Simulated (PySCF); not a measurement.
**Relaxation of doublet BiCl2**

Method: UPBE0/[Bi def2-TZVP with ECP60, Cl def2-TZVP], scalar-relativistic core potentials, density fitting, no spin–orbit coupling, PySCF. A (50,194) grid was used.

A hand-made linear start, of D∞h symmetry, held to at least that symmetry:

Coordinates in bohr (charge 0 multiplicity 2):
```
Bi    0.0000    0.0000    0.0000
Cl    0.0000    0.0000    4.7243
Cl    0.0000    0.0000   -4.7243
```

**Question.** What does it relax to?

**Answer.** It ends at D∞h with Bi–Cl 2.542 Å (×2); Cl–Bi–Cl 180.0°. A frequency run shows 1 imaginary mode, down to 116i cm⁻¹, so it is a saddle point. Other isomers or separated fragments may lie lower.

**Question.** How much energy is released, and in how many steps?

**Answer.** 2.1 kJ/mol in 3 steps.

With an element this heavy the missing spin–orbit coupling can shift these numbers.

The relaxation took about 40 core-seconds on a shared host.
